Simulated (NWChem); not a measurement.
Species: BeSiH₄S; SMILES [Be]([SiH3])[SH]

```xyz
7

Be    -0.0399     0.1597     0.0043
S     -0.0570     2.0746    -0.0002
H      1.2966     2.1330    -0.0005
Si    -0.0154    -2.0168     0.0002
H     -0.9833    -2.5858    -0.9936
H     -0.3673    -2.5950     1.3377
H      1.3404    -2.5489    -0.3611
```
Atoms are numbered in this order, from 1.

Geometry: optimised at PBE0/def2-SVP.

### Question
List the 6 lowest vertical singlet excitations and the 6 lowest triplet ones from PBE/6-31G* (spherical d), full TDDFT (NWChem).

### Answer
```tsv
state	energy (eV)	oscillator strength	leading excitation (squared amplitude)
S1	4.49	0.000	HOMO → LUMO (1.00)
S2	5.09	0.026	HOMO−1 → LUMO (0.90)
S3	5.48	0.110	HOMO → LUMO+1 (0.88)
S4	5.60	0.021	HOMO−1 → LUMO+1 (0.92)
S5	6.26	0.003	HOMO−3 → LUMO (0.94)
S6	6.47	0.022	HOMO−4 → LUMO (0.72)
T1	4.04	spin-forbidden	HOMO−1 → LUMO (0.97)
T2	4.33	spin-forbidden	HOMO → LUMO (1.00)
T3	4.49	spin-forbidden	HOMO−1 → LUMO+1 (0.58)
T4	4.49	spin-forbidden	HOMO → LUMO+1 (0.59)
T5	5.62	spin-forbidden	HOMO−2 → LUMO (0.84)
T6	5.92	spin-forbidden	HOMO−4 → LUMO (0.82)
```
